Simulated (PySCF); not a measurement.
**Xe⁺: excitation energy**

Xe⁺ [Kr] 4d10 5s2 5p5 (2P) → Xe⁺ [Kr] 4d10 5s1 5p6 (2S), as a difference of total energies. Calculation: PySCF 2.14, in def2-TZVPPD with the def2 core potential (28 electrons); scalar relativity through the core potential. Correlated levels: valence: 4s2 4p6 4d10 frozen; valence and next inner shell: nothing frozen outside the core potential. The calculations carry no spin-orbit coupling.

| method | excitation energy (eV) | error (eV) |
| --- | --- | --- |
| UHF | 14.891 | +4.060 |
| LDA | 12.233 | +1.402 |
| PBE | 12.221 | +1.390 |
| PBE0 | 12.896 | +2.065 |
| r2SCAN | 12.688 | +1.857 |
| r2SCANh | 12.902 | +2.071 |
| B97-3 | 12.889 | +2.058 |
| TPSS | 12.313 | +1.482 |
| MN15 | 13.084 | +2.253 |
| MP2 (valence) | 12.907 | +2.076 |
| SCS-MP2 (valence) | 12.680 | +1.849 |
| MP2 (valence and next inner shell) | 12.332 | +1.501 |
| SCS-MP2 (valence and next inner shell) | 12.198 | +1.367 |

Reference: 10.831 eV (measured; NIST levels, between the centres of gravity of the two terms).

Errors of the correlated levels include the incompleteness of this basis and the frozen core.

Every method misses the reference by a wide margin, which points to the basis or the choice of state and not to the methods.
